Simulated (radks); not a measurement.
Results of a calculation; reference values are marked as such.
Problem. Fe XI, 16 electrons, occupied as [Ne] 3s2 3p4. Code: a radial shooting solver on a logarithmic mesh with Libxc functionals. Model: non-relativistic Kohn-Sham, PBE, spin-polarised, spherical densities, point nucleus; open shells are filled with parallel spins first. Some entries of the table are withheld. Estimate them.

| orbital | occ. | eigenvalue (hartree) | <r> (bohr) |
|---|---|---|---|
| 1s up | 1 | -264.4504 | 0.05915 |
| 1s down | 1 | -264.4020 | 0.05915 |
| 2s up | 1 | (1) | 0.2688 |
| 2s down | 1 | (2) | 0.2687 |
| 2p up | 3 | -35.18951 | 0.2354 |
| 2p down | 3 | -35.13335 | 0.2354 |
| 3s up | 1 | -11.57220 | (3) |
| 3s down | 1 | -11.37751 | (4) |
| 3p up | 3 | -10.32591 | 0.7293 |
| 3p down | 1 | -10.13451 | 0.7324 |

Solution. 
(1) 2s up eigenvalue (hartree): -39.20753
(2) 2s down eigenvalue (hartree): -39.16960
(3) 3s up <r> (bohr): 0.7289
(4) 3s down <r> (bohr): 0.7315
